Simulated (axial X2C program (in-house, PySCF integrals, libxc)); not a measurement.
**ReN: from the spin-free to the two-component result**

All values were computed with an in-house all-electron X2C program for linear molecules (integrals from PySCF). Spin-free means the one-electron spin-free X2C Hamiltonian; two-component (2c) means X2C with spin–orbit coupling and atomic mean-field two-electron Coulomb and Gaunt terms, so the difference of the two also holds small scalar two-electron terms. Basis: Re dyall-cv3z [13s14p9d7f4g], N dyall-av3z [7s7p3d2f] (cores contracted in-house); Gaussian nuclei, density fitting, unrestricted open shells. Masses: Re 186.956 u, N 14.003 u.

Spin-free state: M_S = 1, Λ = 0 (beyond evenly filled blocks: δ+α, δ-α); fragments Re + N.

```
level  Re (Å)  ωe (cm⁻¹)  De (eV)  μ (D)
 TPSS   1.635     1168.7    6.029  -2.15
```

Dipoles are positive if N is the positive end.

Two-component determinant lowest at the distance of the search:

Ω = 1 (⟨Sz⟩ = 0.99, ⟨Lz⟩ = 0.01 at TPSS); fragments Re + N.

| level | Re (Å) | ωe (cm⁻¹) | De (eV) | μ (D) |
| --- | --- | --- | --- | --- |
| TPSS | 1.635 | 1160.9 | 5.935 | -2.16 |

(1) From the two tables, how do the constants change at the TPSS level (2c against spin-free)?

One determinant describes the state; a PBE0 search over occupations chose it and may have missed a lower one. Dissociation energies refer to the lowest single-determinant-based atoms at the same level and basis. Density functionals use the spin component along the axis (collinear). Other states lie close and PBE0, whose exact exchange favours high spin, may order them wrongly; the determinant shown need not be the ground state. The nearest other spin-free determinant of the search, M_S = 0, Λ = 4, lies 0.93 eV up at the distance of the search. With several unpaired electrons one determinant need not be a pure state. Open-shell Ω = 0 determinants with evenly filled partner blocks cannot be reached by this program, so the Ω shown need not be the lowest component. The determinant is spin-polarised beyond a pure state at some levels (its spin-free form has ⟨S²⟩ too high), which makes Re and μ there less reliable.

Answers

(1) At the TPSS level Re is unchanged within 0.001 Å and ωe decreases by 7.8 cm⁻¹; De changes by -0.094 eV.
